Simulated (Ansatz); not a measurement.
Input file for Ansatz (a program for electronic structure): R-wB97X-V/def2-TZVPP on AlH5N2O (SMILES [NH2][Al]([NH2])[OH]), a point of a torsion scan.

Ansatz 0.2 input:
```yaml
crystal:
  periodic: [false, false, false]
  atoms:
    - {symbol: N, position_ang: [1.24721418, -1.23657177, -0.00591305]}
    - {symbol: Al, position_ang: [0.13562682, -0.12628427, -0.85348375]}
    - {symbol: N, position_ang: [0.78988134, 1.18759372, -1.86124663]}
    - {symbol: O, position_ang: [-1.49030123, -0.31276711, -0.69475437]}
    - {symbol: H, position_ang: [2.16752431, -0.97242919, 0.30920039]}
    - {symbol: H, position_ang: [0.91775755, -2.00903452, 0.55610201]}
    - {symbol: H, position_ang: [1.76827490, 1.32773569, -2.05573491]}
    - {symbol: H, position_ang: [0.23922383, 1.83984795, -2.39910259]}
    - {symbol: H, position_ang: [-2.43064002, -0.38671977, -0.65093574]}
basis:
  gaussian:
    orbitals: def2-TZVPP
hamiltonian:
  xc: {name: wB97X-V}
scf: {lower_state_search: off}
```

It printed:

```
WARN ansatz: RAYON_NUM_THREADS=1 ignored (pool sized by the plan → 1); use --threads N
Functional definition: wB97X-V
these checks for a lower state are left out or cut short: stability, starts, cluster_reference, orbital_swaps, neighbouring_geometries, increment
integrals: 0.15 GiB planned
1044 factors; their error is unknown
integrals: 0.18 GiB planned
255 factors; integrals over basis functions are off by at most 1.1e-5 eV
mean field: 1.16 GiB planned
mean field evaluation 1: about -11697.1556 eV, gradient 8.3e1 eV
mean field evaluation 2: about -11697.5046 eV, gradient 8.1e1 eV
mean field evaluation 4: about -11708.8299 eV, gradient 2.8e0 eV
mean field evaluation 8: about -11708.8570 eV, gradient 3.2e-2 eV
mean field evaluation 16: about -11708.8570 eV, gradient 5.0e-6 eV
mean field -11708.85697889 eV, -430.2925574257 hartree, gradient 5.2e-6 eV, S^2 0.000000; 0 other end points of the search recorded, 0 dependent functions left out
reference -11708.85697678 eV, -430.2925573484 hartree; 20, 20 occupied and 185, 185 virtual orbitals, 1044 factors
Total energy: -11708.85697678 eV, -430.2925573484 hartree
Checks for a lower state left out: stability, starts, cluster_reference, orbital_swaps, neighbouring_geometries, increment
```

The calculation finished and met its thresholds.

Cost: around 10 core-seconds (rough).
